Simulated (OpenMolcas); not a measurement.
# Cu4+: effect of the active space

| Property | Result |
| --- | --- |
| Program | OpenMolcas 26.06 |
| Method | SS-CASPT2, IPEA 0.25 Eh, imaginary shift 0.1 Eh |
| Basis | ANO-R2 |
| Scalar Hamiltonian | X2C, finite nucleus |
| Spin-orbit coupling | RASSI with atomic mean-field integrals over the reference wave functions, term energies averaged over their components |

A. 7 electrons in 5 orbitals (3d); 2S+1 = 4 even, 10 roots; 2S+1 = 2 even, 40 roots; closed shells correlated: 3s 3p; CASPT2 step roughly 14 core-seconds
B. 7 electrons in 10 orbitals (3d 4d); 2S+1 = 4 even, 10 roots; 2S+1 = 2 even, 40 roots; closed shells correlated: 3s 3p; CASPT2 step roughly 30 core-minutes

Energies in cm-1 above 3d7 4F 9/2, the measured ground level; measured values from Sugar and Musgrove, J. Phys. Chem. Ref. Data 19, 527 (1990).

| Level | A | B | Measured |
| --- | --- | --- | --- |
| 3d7 4F 9/2 | 0.0 | 0.0 | 0.0 |
| 3d7 4F 7/2 | 1554 | 1528 | 1616 |
| 3d7 4F 5/2 | 2660 | 2620 | 2759 |
| 3d7 4F 3/2 | 3410 | 3350 | 3528 |
| 3d7 4P 5/2 | 20810 | 20840 | 20827 |
| 3d7 4P 3/2 | 21270 | 21070 | 21066 |
| 3d7 4P 1/2 | 22040 | 21950 | 21935 |
| 3d7 2G 9/2 | 22320 | 22850 | 22575 |
| 3d7 2G 7/2 | 23830 | 24320 | 24100 |
| 3d7 2P 3/2 [69 %] | 29150 | 27060 | 27016 |
| 3d7 2H 11/2 | 29860 | 31070 | 30402 |
| 3d7 2D 5/2(1) | 30970 | 31460 | 30966 |
| 3d7 2P 1/2 | 31100 | 28370 | 28367 |
| 3d7 2H 9/2 | 31240 | 32400 | 31823 |
| 3d7 2D 3/2(1) [73 %] | 33720 | 33690 | 33292 |
| 3d7 2F 5/2 | 49560 | 49950 | 49490 |
| 3d7 2F 7/2 | 50240 | 50650 | 50072 |
| 3d7 2D 3/2(2) | 78040 | 78240 | 76838 |
| 3d7 2D 5/2(2) | 78790 | 79110 | 77668 |

Deviations, from unrounded energies. A percentage is the sum of absolute deviations over the sum of measured energies, with the sign that they share, or ± where signs differ.

```csv
Against measurement,Levels,A,B
mean absolute deviation (cm-1),18,560,390
fine structure of the ground term (%),3,-3.4,-5.1
other terms of the ground configuration (%),15,±1.8,+1.2
```

B lies closest to measurement on these levels. The largest miss of B in the table is 3d7 2D 5/2(2), by +1400 cm-1. The ranking rests on the paired levels alone, and a cruder setting can come out closer through cancelling errors.

Between A and B the level of the table that moves most is 3d7 2P 1/2, by 2700 cm-1 (lowest in B, highest in A). Moves below CASPT2's spread within the term are not significant.

CASPT2 does not keep the components of a term degenerate, so their means are used; among the terms shown or strongly mixed into the levels shown the widest spread is 610 cm-1 (3d7 2H, A). Some levels mix across a computed gap that differs much from the measured one, so their mixing is not that of the real levels (holds for A). The CASPT2 spread within a term exceeds the gap to the next term for 3d7 2P and 3d7 2H, so the order of their levels is uncertain (holds for A). Active for correlation alone: 4d; no level in the range computed is led by a configuration that fills it, so any true level of that kind is missing (holds for B). Computed and measured levels are paired by configuration, term and J; levels that our copy of the source lacks, or whose pairing is in doubt (as where it misses far off the trend of its configuration), stay unpaired and out of the deviations. Only configurations of the active space appear.

A share in square brackets marks a mixed level and gives the weight of the term that names it, the lowest over the columns. A number in round brackets counts repeated terms of one configuration in the order of the reference energies.
